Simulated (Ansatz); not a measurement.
Start from `[SiH3][O][Hf]([Cl])([Cl])[Cl]` and change one atom or group to get `[OH][Hf]([Cl])([Cl])[Cl]`.

Ansatz, PBE0-D4/def2-TZVP geometries, multiplicity 1. Each molecule was computed in one conformer, which needn't be the lowest.

Elements past krypton have def2 core potentials.

```
                                      property  `[SiH3][O][Hf]([Cl])([Cl])[Cl]`
         HOMO energy (ωB97M-V/def2-TZVPP) / eV                           -11.64
         LUMO energy (ωB97M-V/def2-TZVPP) / eV                             0.56
           HOMO energy (B3LYP/def2-TZVPP) / eV                            -9.12
size of the dipole moment (PBE/def2-TZVPP) / D                             1.87
       HOMO–LUMO gap (ωB97M-V/def2-TZVPP) / eV                            12.20
          HOMO–LUMO gap (PBE0/def2-TZVPP) / eV                             7.86
```

Question: Give the same properties after the change, and the shifts. (Estimate.)

Answer: Ansatz gave: 
| property | `[OH][Hf]([Cl])([Cl])[Cl]` | shift |
| --- | --- | --- |
| HOMO energy (ωB97M-V/def2-TZVPP) / eV | -11.51 | 0.13 |
| LUMO energy (ωB97M-V/def2-TZVPP) / eV | 0.70 | 0.14 |
| HOMO energy (B3LYP/def2-TZVPP) / eV | -9.01 | 0.11 |
| size of the dipole moment (PBE/def2-TZVPP) / D | 2.80 | 0.93 |
| HOMO–LUMO gap (ωB97M-V/def2-TZVPP) / eV | 12.21 | 0.01 |
| HOMO–LUMO gap (PBE0/def2-TZVPP) / eV | 7.90 | 0.04 |

Dipoles are sizes alone; their direction can turn.

B3LYP here is the variant with VWN-RPA as its local correlation; programs differ in this.
